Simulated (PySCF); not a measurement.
Os(OH)2 (H2O2Os), SMILES [Os]([OH])[OH] (connectivity only; charge and spin as stated), neutral, multiplicity 3. Atoms are numbered in the order given.

```xyz
5

Os     0.0000     0.0000    -0.0161
O      0.0000    -1.8380    -0.0197
H      0.0000    -2.3908     0.7680
O      0.0000     1.8380    -0.0197
H      0.0000     2.3908     0.7680
```
Charge 0, spin multiplicity 3.

Geometry optimised at PBE0-D3(BJ)/def2-TZVP. A frequency run showed that this geometry is not a minimum. The spin state was assumed, not searched. The def2 effective core potentials stand for the cores of Os; spin–orbit coupling is left out. Other conformers were not sampled.

These are PBE/def2-TZVPD (PySCF) values and carry that method's errors.

Mulliken values depend strongly on the basis, most of all with diffuse functions as here. ESP charges are fitted to the potential on shells at 1.4 to 2.0 van der Waals radii. Atomic charges (e):

| atom | ESP fit | Mulliken | Mulliken spin |
|---|---|---|---|
| Os1 | -0.04 | 0.17 | 1.94 |
| O2 | -0.31 | -0.37 | 0.01 |
| H3 | 0.33 | 0.29 | 0.02 |
| O4 | -0.31 | -0.37 | 0.01 |
| H5 | 0.33 | 0.29 | 0.02 |
